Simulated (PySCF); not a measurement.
Compound: C₈H₁₁ (doublet state).
Cartesian coordinates in Å at the GFN2-xTB level; atoms count from 1:
```
atom  x, y, z in Å
C1     4.6284   -0.2564    1.0497
C2     3.3574   -0.2723    0.3751
C3     2.2447   -0.2952   -0.1475
C4     1.1118   -0.3105   -0.8111
C5    -0.1168   -0.3636   -1.2281
C6    -1.3267   -0.5042   -0.3358
C7    -2.2715    0.6885   -0.4944
C8    -3.5195    0.5296    0.3653
H9     5.0833   -1.2477    1.0110
H10    5.3033    0.4568    0.5709
H11    4.5098    0.0318    2.0974
H12   -0.3447   -0.2927   -2.2883
H13   -1.8583   -1.4213   -0.6080
H14   -1.0083   -0.5882    0.7049
H15   -1.7444    1.6022   -0.2096
H16   -2.5622    0.7845   -1.5436
H17   -4.1654    1.3990    0.2660
H18   -4.0823   -0.3522    0.0652
H19   -3.2486    0.4211    1.4134
```

The hyperfine couplings belong to this conformer and change with its torsions.

As a line formula: `CC#C/[C]=C\CCC` [radical].

Method used: UKS B3LYP, pcH-1 on C H, non-relativistic, mean-field spin-orbit, GIAO (PySCF 2.14.0). The structure is a single GFN2-xTB conformer in the gas phase; no vibrational or solvent corrections. GFN2-xTB frequencies show an imaginary mode (26i cm⁻¹), so this geometry is no minimum at that level. A GFN2-xTB geometry isn't a minimum of the functional, and hyperfine couplings can be far from their values at a DFT geometry. No stability test was run, so a lower SCF solution isn't excluded. ⟨S²⟩ is 0.776 where a pure state has 0.75.

(1) What is the g tensor, term by term?

(2) What effective moment and Curie constant follow for a powder?

(3) Average each term over the three axes. Which is largest in size?

(4) What are the electron Larmor frequencies g μB B/h along the three axes at 350 mT?

(5) In a frozen sample, at which fields do the three g values resonate at 9.5, 34, 94 and 263 GHz (hyperfine left aside), and which band first spreads them over more than twice a line width of 0.5 mT?

## Answers

(1) 
```
                    Δg (ppm)     1     2     3
relativistic mass correction  -149  -149  -149
            gauge correction    40    -1    32
   orbital Zeeman/spin–orbit  -830    23   650
                       total  -939  -127   533
```

So g = 2.00138, 2.00219, 2.00285 and g_iso = 2.00214; the tensor is rhombic: the two nearest values differ by 45 % of g3 − g1. Axes: g1 points within 2° of the C3–C4 bond.

(2) With the mean of g² = 4.0086 and S(S+1) = 0.75: μ_eff = √(⟨g²⟩S(S+1)) = 1.734 μB and χT = 0.12505·⟨g²⟩·S(S+1) = 0.376 cm³ K/mol (cgs; spin-Hamiltonian part alone).

(3) The mass correction -149, the orbital-Zeeman/spin–orbit term -52 and the gauge correction 24 ppm, for a total of -177 ppm. The mass correction is the largest in size. The mass correction is the same along every axis, so the anisotropy comes from the other two: their spans along these axes are 41 (gauge) and 1479 ppm (orbital Zeeman/spin–orbit).

(4) 9.8041, 9.8081, 9.8113 GHz for g1, g2 and g3, a range of 7.2 MHz.

(5) 
```csv
band,GHz,B(g3) mT,B(g2) mT,B(g1) mT,spread mT
X,9.5,338.89,339.01,339.14,0.25
Q,34.0,1212.88,1213.28,1213.77,0.89
W,94.0,3353.26,3354.37,3355.73,2.47
J,263.0,9382.00,9385.09,9388.90,6.90
```

The spread grows in proportion to the frequency. W band is the first where it exceeds 1.0 mT.

The largest Mulliken spin populations are on C4 (+0.72), C2 (+0.58), C3 (-0.26) and C5 (-0.15). The positive populations add up to 1.47 and the negative ones to -0.47, together 2S = 1.

The HOMO–LUMO gaps are 4.19 eV among the α and 4.22 eV among the β orbitals.

Time: 1.8 min wall (with the writing of density and orbital grids); peak memory 1.1 GiB. Hardware: Arm Neoverse V1, one thread, no GPU, shared host with 32 logical CPUs at a one-minute load of 11.
